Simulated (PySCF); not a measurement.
# How methods differ on the excitation energy of P⁺

P⁺ [Ne] 3s2 3p2 (3P) → P⁺ [Ne] 3s1 3p2 3d1 (high-spin determinant), as a difference of total energies. All numbers are calculated (PySCF 2.14, scalar relativity by spin-free X2C-1e, in x2c-QZVPPall with one added diffuse shell each of s, p, d, f type (10s7p5d3f1g, 86 functions)). Correlated levels: valence and next inner shell: 1s2 frozen. The calculations carry no spin-orbit coupling.

```tsv
method	excitation energy (eV)
UHF	16.313
MP2 (valence and next inner shell)	17.627
SCS-MP2 (valence and next inner shell)	18.151
CCSD (valence and next inner shell)	17.356
CCSD(T) (valence and next inner shell)	17.202
```

Question: How much does correlation contribute at CCSD(T) (valence and next inner shell)?

Answer: 17.202 − (16.313) = 0.889 eV, measured against UHF.

The promoted electron is Rydberg-like, and one or two diffuse shells describe it only roughly, which tends to raise the upper state.

The coupled-cluster amplitudes are large for the upper state (T1 above 0.03 or a double amplitude above 0.15), so a single reference is strained.

The determinant of the upper state mixes LS terms, which raises its energy above the lowest term, most at the Hartree-Fock and MP2 levels.
